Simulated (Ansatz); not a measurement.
Two members of one family (Series GeH3X), computed with Ansatz in the gas phase. The two geometries come from different levels. Binding counts from free atoms in the multiplicity of their measured ground term, without zero-point energy. A dash marks a value that wasn't run or was left out as unsound. The structures are stationary points that may keep the symmetry of their start. Remarks come from the PBE and PBE0 runs and from stability tests at other levels; not every state was tested. HOMO above LUMO (over both spins in singlets and doublets, within one spin in higher multiplets; at PBE or PBE0), or a gap under 0.15 eV within one spin, warns that the state may not be the lowest or that an electron is smeared out.

First: Ge(OH)H3 (singlet, charge 0, PBE-D4/def2-TZVP geometry).

```xyz
6

Ge    0.2217   -0.3689   -0.1110
O    -0.9770    0.7449    0.6560
H    -0.8354    1.6609    0.3640
H     1.6646    0.0439    0.2885
H     0.0744   -0.3288   -1.6554
H    -0.1483   -1.7521    0.4579
```

```tsv
level	HOMO (eV)	LUMO (eV)	gap (eV)	vertical IE (eV)	vertical triplet (eV)	binding per atom (eV)
LDA (SPW92)/def2-TZVP	-6.91	-1.09	5.82	–	–	3.42
PBE-D4/def2-SVP	-6.50	-0.52	5.98	–	–	2.98
PBE-D4/def2-TZVP	-6.79	-0.85	5.94	10.56	5.90	3.00
PBE0-D4/def2-SVP	-8.20	0.38	8.58	–	–	2.93
PBE0-D4/def2-TZVP	-8.41	0.04	8.45	10.85	6.21	2.94
```

Second: Ge(CN)H3 (singlet, charge 0, r2SCAN-D4/def2-TZVP geometry).

Cartesian coordinates in Å:
```
Ge 0.586 0.138 0.097
C -1.258 -0.299 -0.208
N -2.369 -0.561 -0.393
H 0.731 0.442 1.585
H 0.903 1.357 -0.764
H 1.407 -1.078 -0.317
```

Q: What does the change do? Estimate second minus first.

A: 
| level | Δ HOMO (eV) | Δ LUMO (eV) | Δ gap (eV) | Δ vertical IE (eV) | Δ vertical triplet (eV) | Δ binding per atom (eV) |
| --- | --- | --- | --- | --- | --- | --- |
| LDA (SPW92)/def2-TZVP | -1.62 | -0.39 | 1.23 | – | – | 0.72 |
| PBE-D4/def2-SVP | -1.72 | -0.56 | 1.17 | – | – | 0.72 |
| PBE-D4/def2-TZVP | -1.58 | -0.42 | 1.16 | 1.16 | 0.34 | 0.69 |
| PBE0-D4/def2-SVP | -1.43 | -0.50 | 0.93 | – | – | 0.67 |
| PBE0-D4/def2-TZVP | -1.29 | -0.32 | 0.97 | 1.18 | -0.11 | 0.64 |

Remarks: gap within one spin near zero at PBE or PBE0 (+1 doublet).
